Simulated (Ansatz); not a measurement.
Species: CH₄Ge, SMILES `[CH2]=[GeH2]` with one electron added (charge -1, multiplicity 2).

Task: Give a relaxed geometry from CAM-B3LYP-D3(BJ)/def2-TZVP (Ansatz, an electronic-structure program).

Result: the end point of this relaxation (outside a Z-matrix the atoms follow the SMILES, hydrogens last).
Z-matrix (Å, degrees):
```
C
H 1 1.0909
H 1 1.0909 2 111.95
Ge 1 1.9310 2 119.43 3 -146.69
H 4 1.5982 1 102.29 2 -158.41
H 4 1.5982 5 97.90 1 -104.49
```
